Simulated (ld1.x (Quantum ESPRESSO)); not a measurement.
**LDA (PZ) ultrasoft dataset for Eu (Z = 63), fully relativistic all-electron reference.**

ld1.x (Quantum ESPRESSO) 7.5 was run on this input:

```
&input
   title='Eu', zed=63., rel=2, dft='PZ', iswitch=3,
   config='[Xe] 4f7 5d0 6s2 6p0', rel_dist='average',
   nld=7, rlderiv=2.70, eminld=-12.0, emaxld=5.0, deld=0.04
 /
 &inputp
   pseudotype=3, tm=.true., lloc=-1, rcloc=0.95,
   nlcc=.false.,
   which_augfun='PSQ', rmatch_augfun_nc=.true.,
   file_pseudopw='Eu.UPF', file_wfcaegen='ae.wfc', file_wfcncgen='nc.wfc', file_beta='beta', file_chi='chi', file_wfcusgen='us.wfc'
 /
8
5S  1  0   2.00   0.00  2.10  2.30  0.0
6S  2  0   2.00   0.00  2.10  2.30  0.0
5P  2  1   6.00   0.00  2.30  2.50  0.0
6P  3  1   0.00   0.00  2.30  2.50  0.0
4D  3  2  10.00   0.00  0.90  1.10  0.0
5D  4  2   0.00   0.00  0.90  1.10  0.0
4F  4  3   7.00   0.00  0.75  1.00  0.0
4F  4  3   0.00   2.05  0.75  1.00  0.0
 &test
   configts(1)='4d10 4f7 5s2 5p6 5d0 6s2 6p0'
 /
```

Command:

```bash
ld1.x < Eu.in > Eu.out
```

Output (shortened: banner, matrices, multipoles, cross overlaps and the repeated all-electron block are left out):

```
[... start of the log left out ...]
     Wfc 6P LC norm =  0.99998630 SC norm =  0.00001274 missing  0.00000096

     Wfc 6P LC norm =  0.99998777 SC norm =  0.00001012 missing  0.00000211

     Wfc 4D LC norm =  0.99911588 SC norm =  0.00088412 missing  0.00000000

     Wfc 4D LC norm =  0.99913909 SC norm =  0.00086091 missing  0.00000000

     Wfc 5D LC norm =  0.99994984 SC norm =  0.00004983 missing  0.00000033

     Wfc 5D LC norm =  0.99995372 SC norm =  0.00004053 missing  0.00000575

     Wfc 4F LC norm =  0.99952904 SC norm =  0.00047096 missing  0.00000000

     Wfc 4F LC norm =  0.99954025 SC norm =  0.00045921 missing  0.00000055
      Wfc-us  5S rcutus= 2.298  Estimated cut-off energy=    10.53 Ry
      Wfc-us  6S rcutus= 2.298  Estimated cut-off energy=    21.31 Ry
      Wfc-us  5P rcutus= 2.477  Estimated cut-off energy=    13.91 Ry
      Wfc-us  5P rcutus= 2.477  Estimated cut-off energy=    13.74 Ry
      Wfc-us  6P rcutus= 2.477  Estimated cut-off energy=    25.71 Ry
      Wfc-us  6P rcutus= 2.477  Estimated cut-off energy=    24.86 Ry
      Wfc-us  4D rcutus= 1.113  Estimated cut-off energy=    99.27 Ry
      Wfc-us  4D rcutus= 1.113  Estimated cut-off energy=    99.03 Ry
      Wfc-us  5D rcutus= 1.113  Estimated cut-off energy=   175.19 Ry
      Wfc-us  5D rcutus= 1.113  Estimated cut-off energy=   174.51 Ry
      Wfc-us  4F rcutus= 1.007  Estimated cut-off energy=   154.19 Ry
      Wfc-us  4F rcutus= 1.007  Estimated cut-off energy=   154.08 Ry
      Wfc-us  4F rcutus= 1.007  Estimated cut-off energy=   172.04 Ry
      Wfc-us  4F rcutus= 1.007  Estimated cut-off energy=   170.85 Ry

 %%%%%%%%%%%%%%%%%%%%%%%%%%%%%%%%%%%%%%%%%%%%%%%%%%%%%%%%%%%%%%%%%%%%%%%%%%%%%%
     Error in routine find_q (1):
     problem finding q
 %%%%%%%%%%%%%%%%%%%%%%%%%%%%%%%%%%%%%%%%%%%%%%%%%%%%%%%%%%%%%%%%%%%%%%%%%%%%%%

     stopping ...
```

The run stopped because no Bessel wave vectors were found that match the logarithmic derivative at the chosen radius.

The run took about 0.78 s on one core of a shared server CPU.
